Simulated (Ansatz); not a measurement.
Reaction (ligand exchange at the Si–S bond): `F[Si](F)(Cl)S[SiH2]Cl` + `[SH][GeH3]` → `Cl[SiH2][S][GeH3]` + `F[Si](F)(S)Cl`

Gas-phase electronic energies from Ansatz, PBE0-D4/def2-TZVP geometries. CCSD(T)/CBS adds triple-zeta CCSD(T) − MP2 to the extrapolated MP2 energy (def2 sets, frozen cores). Functionals use def2-TZVPP. B3LYP here is the variant with VWN-RPA as its local correlation; programs differ in this. For Ge outer-core shells are correlated without core-valence functions, which leaves a few kJ/mol of doubt a bond. Scalar relativity is left out up to krypton. Each species was taken in one conformer, which may not be the lowest.

| level | ΔE (kJ/mol) | difference from CCSD(T)/CBS |
| --- | --- | --- |
| PBE-D4 | 1.1 | 3.7 |
| r2SCAN-D4 | -0.1 | 2.5 |
| PBE0-D4 | 0.5 | 3.1 |
| B3LYP-D4 | 3.4 | 6.0 |
| ωB97X-V | 0.2 | 2.8 |
| ωB97M-V | 0.2 | 2.8 |
| B2PLYP | -2.4 | 0.2 |
| PBE | -2.7 | -0.1 |
| r2SCAN | -1.3 | 1.3 |
| PBE0 | -3.1 | -0.5 |
| B3LYP | -2.6 | 0.0 |
| HF/def2-TZVPP | -3.0 | -0.4 |
| MP2/def2-TZVPP | -2.6 | 0.0 |
| SCS-MP2/def2-TZVPP | -2.6 | 0.0 |
| CCSD/def2-TZVPP | -2.8 | -0.2 |
| CCSD(T)/def2-TZVPP | -2.5 | 0.1 |
| HF/def2-QZVPP | -2.9 | -0.3 |
| MP2/def2-QZVPP | -2.7 | -0.1 |
| SCS-MP2/def2-QZVPP | -2.7 | -0.1 |
| HF/CBS(def2) | -2.9 | -0.3 |
| MP2/CBS(def2) | -2.8 | -0.2 |
| CCSD/CBS(def2) | -3.0 | -0.4 |
| CCSD(T)/CBS | -2.6 | 0 |

Largest T1 diagnostic among the species: 0.011.

The D4 term adds +6.0 kJ/mol with B3LYP and +3.6 kJ/mol with PBE0; it sums over pairs of atoms, weighted by their polarisabilities, and B3LYP, whose exchange is more repulsive, gets the larger term.
